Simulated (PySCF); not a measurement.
## Trend along group 14: MBr anions

HF with triple-zeta basis sets in PySCF, for the lowest determinant that a PBE0 search found; no spin–orbit coupling. De refers to high-spin ground-configuration atoms (the charge goes to the atom of lower measured ionisation energy or higher electron affinity, which is not always the lowest computed limit). A positive dipole points towards Br; it is taken about the centre of mass and depends on that origin.

```tsv
M	basis	reference	charged atom	state (unpaired electrons)	Re (Å)	ωe (cm⁻¹)	De (eV)	μ (D)
C	def2-TZVPPD	UHF	Br−	triplet (π ↑↑)	2.230	260	n/a	3.03
Si	def2-TZVPPD	UHF	Br−	triplet (π ↑↑)	2.501	248	n/a	3.52
Ge	def2-TZVPPD	UHF	Br−	triplet (π ↑↑)	2.613	169	n/a	0.09
Sn	def2-TZVPPD	UHF	Br−	triplet (π ↑↑)	2.780	150	n/a	-1.26
```

The shortest bond is that of CBr⁻ (2.230 Å), the longest that of SnBr⁻ (2.780 Å).

Down a group the atoms grow and get heavier, so bonds lengthen and wavenumbers fall; this series shows no clear exception.

These are scalar-relativistic numbers at best; spin–orbit coupling would shift them, the dissociation energy most. Hartree–Fock leaves out correlation, which carries a large part of most bond energies and some tenths to 1 eV of ionisation energies. States were picked by a PBE0 search and need not be the measured ground states.
